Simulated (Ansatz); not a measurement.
This geometry of C$_{2}$H$_{8}$N$_{2}$Si (13 atoms, charge 0, multiplicity 1) is a first-order saddle point.

Level of theory: Ansatz, RKS CAM-B3LYP/def2-SVP.

```xyz
13
Properties=species:S:1:pos:R:3
N -2.224 0.674 0.300
C -1.080 0.788 -0.228
C 0.167 0.226 0.412
N 1.351 0.988 0.144
Si 0.449 -1.591 -0.085
H -2.943 1.099 -0.292
H -0.888 1.294 -1.195
H -0.046 0.162 1.496
H 1.557 1.822 0.672
H 2.041 0.692 -0.527
H 0.971 -1.626 -1.484
H -0.811 -2.374 -0.009
H 1.476 -2.189 0.811
```

(1) Which two structures does it join? (They come from a converged band through this point; their orientation in space is the band's.)

(2) How far does it lie above each of them?

Answers

(1) No bond is made or broken. The height of N4 over the plane of its neighbours goes from -0.36 to 0.37 Å.

Image 0:

```xyz
13
Properties=species:S:1:pos:R:3
N -2.166 0.769 0.315
C -1.015 0.773 -0.212
C 0.186 0.166 0.458
N 1.435 0.893 0.271
Si 0.486 -1.640 -0.074
H -2.853 1.208 -0.304
H -0.806 1.213 -1.210
H -0.046 0.108 1.535
H 1.376 1.844 0.630
H 1.693 0.954 -0.713
H 1.002 -1.641 -1.475
H -0.774 -2.428 -0.023
H 1.504 -2.255 0.818
```

Image 6:

```xyz
13
Properties=species:S:1:pos:R:3
N -1.960 0.175 -0.652
C -1.085 0.902 -0.098
C 0.164 0.304 0.486
N 1.311 1.153 0.157
Si 0.352 -1.536 -0.002
H -2.757 0.726 -0.980
H -1.155 2.004 -0.010
H 0.036 0.348 1.584
H 2.122 0.913 0.722
H 1.585 1.038 -0.818
H 0.477 -1.650 -1.480
H -0.718 -2.429 0.512
H 1.649 -1.985 0.593
```

(2) 0.144 eV above the first and 0.207 eV above the second. This is the barrier of this one path; another mechanism may lie lower.

Time of the run: 6.1 min on 2 threads of Arm Neoverse V2, with other jobs on the host, peak memory 0.32 GiB.
